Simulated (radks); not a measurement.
Problem. Excited configurations of Ca: one electron is placed in a higher orbital outside [Ar] 4s1. The ground configuration is [Ar] 4s2. Method: scalar-relativistic Kohn-Sham, PBE, spin-polarised, spherical densities, finite nucleus; open shells are filled with parallel spins first; Fermi nuclear charge, rms radius 3.4776 fm; computed with a radial shooting solver on a logarithmic mesh with Libxc functionals. Excitation = E - E(ground); binding = E(ion) - E, where the ion is the core of charge +1; n* = 1/sqrt(2 binding) in atomic units, and the quantum defect is n - n*.

outer orbital  excitation (eV)  binding (eV)     n*  quantum defect  eigenvalue (eV)  <r> (bohr)
4d                       4.419         1.673  2.852           1.148           -0.788       10.11
5d                       5.020         1.072  3.563           1.437           -0.621       18.74
6s                       4.794         1.297  3.238           2.762           -0.821       17.69
6p                       5.041         1.050  3.599           2.401           -0.664       21.02

Estimate the row for 5f.

Solution. excitation (eV) 5.396; binding (eV) 0.696; n* 4.421; quantum defect 0.579; eigenvalue (eV) -0.404; <r> (bohr) 27.45. The Delta-SCF ionisation energy is 6.092 eV (NIST Atomic Spectra Database: 6.113 eV, measured). Self-interaction in the functional shifts the binding energies and quantum defects, so they are the method's values and not measured ones.
